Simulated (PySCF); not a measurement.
## Calculated data, B₂H₂N

All values are calculated (PySCF 2.14.0). Calculation on a computer-drawn molecule: vertical ionisation energy to the stated ion spin, frozen-core CCSD(T) at the basis limit and cheaper methods, single-reference cases, UHF for radicals, no spin-orbit; all values are single points at the evaluated structure, the first of each entry, which is the reference or a displaced copy of it and isn't optimised; the reference structure only sets the zero of the energies above reference; triples share is (T) over the correlation energy.

Common to all runs: charge 1; multiplicity 1; ion multiplicity 2; diffuse functions no; basis cc-pVnZ; reference is the Hartree-Fock double-zeta minimum; best is HF at quadruple zeta + MP2 correlation extrapolated from triple and quadruple zeta + CCSD(T) minus MP2 at triple zeta; basis step is the size of the change from the same recipe one zeta lower.

(1) B₂H₂N

Evaluated structure:
```xyz
5
B2H2N
B     -2.9043     0.7348    -1.4481
N     -2.0123     0.8527    -0.6894
B     -1.2355     1.0945     0.2873
H     -3.7487     0.5801    -2.4736
H     -0.3181     1.2146     1.1575
```

Reference structure:
```xyz
5
B2H2N
B     -2.9388     0.7590    -1.5943
N     -2.0550     0.9117    -0.6738
B     -1.1712     1.0642     0.2466
H     -3.7422     0.6203    -2.4311
H     -0.3676     1.2031     1.0834
```

Results for B₂H₂N: ionisation energy best 20.58 eV; ionisation energy basis step 0.03449 eV; energy above reference best 24.77 kcal/mol; energy above reference basis step 0.9942 kcal/mol; ionisation energy Koopmans at triple zeta 20.79 eV; ionisation energy EOM CCSD at triple zeta 20.4 eV; total energy HF triple zeta -104.7470 hartree; total energy CCSD(T) triple zeta -105.1185 hartree; total energy best -105.1687 hartree; T1 diagnostic at triple zeta 0.01253; D1 diagnostic at triple zeta 0.028; ion T1 diagnostic at triple zeta 0.01991; ion D1 diagnostic at triple zeta 0.08311; ion spin squared at triple zeta 0.7552; triples share at triple zeta 0.04214; basis functions triple zeta 118.

Drawn bonds:
| atom | other atom | order |
| --- | --- | --- |
| 1 | 2 | 2 |
| 2 | 3 | 1 |
| 1 | 4 | 1 |
| 3 | 5 | 1 |

Triple zeta:
| method | ionisation energy (eV) | energy above reference (kcal/mol) |
| --- | --- | --- |
| HF | 18.68 | 24.43 |
| PBE | 20.23 | 24.32 |
| r2SCAN | 20.32 | 24.55 |
| B3LYP | 20.43 | 24.45 |
| wB97X | 20.38 | 24.13 |
| MP2 | 20.62 | 26.33 |
| CCSD | 20.28 | 25.07 |
| CCSD(T) | 20.47 | 25.62 |

(2) B₂H₂N

Evaluated structure:
```xyz
5
B2H2N
B     -2.9043     0.7348    -1.4481
N     -2.0123     0.8527    -0.6894
B     -1.2355     1.0945     0.2873
H     -3.7487     0.5801    -2.4736
H     -0.0314     1.2521     1.4295
```

Reference structure:
```xyz
5
B2H2N
B     -2.9388     0.7590    -1.5943
N     -2.0550     0.9117    -0.6738
B     -1.1712     1.0642     0.2466
H     -3.7422     0.6203    -2.4311
H     -0.3676     1.2031     1.0834
```

It finds ionisation energy best 20.1 eV; ionisation energy basis step 0.018 eV; energy above reference best 60.06 kcal/mol; energy above reference basis step 0.9602 kcal/mol; ionisation energy Koopmans at triple zeta 20.21 eV; ionisation energy EOM CCSD at triple zeta 20.18 eV; total energy HF triple zeta -104.6837 hartree; total energy CCSD(T) triple zeta -105.0626 hartree; total energy best -105.1124 hartree; T1 diagnostic at triple zeta 0.0133; D1 diagnostic at triple zeta 0.02815; ion T1 diagnostic at triple zeta 0.02199; ion D1 diagnostic at triple zeta 0.07065; ion spin squared at triple zeta 0.7613; triples share at triple zeta 0.04319; basis functions triple zeta 118.

Drawn bonds:
| atom | other atom | order |
| --- | --- | --- |
| 1 | 2 | 2 |
| 2 | 3 | 1 |
| 1 | 4 | 1 |
| 3 | 5 | 1 |

Triple zeta:
| method | ionisation energy (eV) | energy above reference (kcal/mol) |
| --- | --- | --- |
| HF | 18.92 | 64.13 |
| PBE | 19.37 | 57.75 |
| r2SCAN | 19.52 | 60.18 |
| B3LYP | 19.77 | 60.2 |
| wB97X | 19.98 | 60.56 |
| MP2 | 19.76 | 63.39 |
| CCSD | 20.02 | 60.6 |
| CCSD(T) | 20.01 | 60.71 |

(3) B₂H₂N

Evaluated structure:
```xyz
5
B2H2N
B     -2.9043     0.7348    -1.4481
N     -2.0123     0.8527    -0.6894
B     -1.2355     1.0945     0.2873
H     -3.7487     0.5801    -2.4736
H      0.0329     1.2605     1.4905
```

Reference structure:
```xyz
5
B2H2N
B     -2.9388     0.7590    -1.5943
N     -2.0550     0.9117    -0.6738
B     -1.1712     1.0642     0.2466
H     -3.7422     0.6203    -2.4311
H     -0.3676     1.2031     1.0834
```

Drawn bonds:
| atom | other atom | order |
| --- | --- | --- |
| 1 | 2 | 2 |
| 2 | 3 | 1 |
| 1 | 4 | 1 |
| 3 | 5 | 1 |

Questions
1. Give the missing triples share at triple zeta for B₂H₂N (entry 3).
2. Estimate the energy above reference best of B₂H₂N (entry 3).
3. Estimate the total energy HF triple zeta of B₂H₂N (entry 3).

Answers
1. 0.04347
2. 69.08 kcal/mol
3. -104.6669 hartree

Further results for B₂H₂N (entry 3):

```
ionisation energy best                    : 19.74 eV
ionisation energy basis step              : 0.01541 eV
energy above reference basis step         : 0.9246 kcal/mol
ionisation energy Koopmans at triple zeta : 19.72 eV
ionisation energy EOM CCSD at triple zeta : 19.82 eV
total energy CCSD(T) triple zeta          : -105.0483 hartree
total energy best                         : -105.0981 hartree
T1 diagnostic at triple zeta              : 0.01371
D1 diagnostic at triple zeta              : 0.02825
ion T1 diagnostic at triple zeta          : 0.02005
ion D1 diagnostic at triple zeta          : 0.05463
ion spin squared at triple zeta           : 0.7607
basis functions triple zeta               : 118
```

Triple zeta:
| method | ionisation energy (eV) | energy above reference (kcal/mol) |
| --- | --- | --- |
| HF | 18.49 | 74.66 |
| PBE | 19.11 | 66.59 |
| r2SCAN | 19.23 | 69.51 |
| B3LYP | 19.48 | 69.5 |
| wB97X | 19.55 | 70.3 |
| MP2 | 19.36 | 73.08 |
| CCSD | 19.65 | 69.74 |
| CCSD(T) | 19.65 | 69.72 |
